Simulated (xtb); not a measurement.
In(OH)(SH)2 (H3InOS2), SMILES [OH][In]([SH])[SH]. All values are semi-empirical tight-binding results from xtb (GFN2-xTB unless named), good for trends rather than for accurate numbers. The structure is a stationary point at GFN2-xTB. The structure was generated by enumeration; whether it is a known compound was not checked. One conformer was computed; it need not be the lowest.

For metal compounds this method's bond lengths and energies can be far off.

Computed properties:
- orbital gap = 2.33 eV
- zero-point energy = 17.2 kcal/mol
- G − E(el) at 298.15 K (modified RRHO) = -4.9 kcal/mol
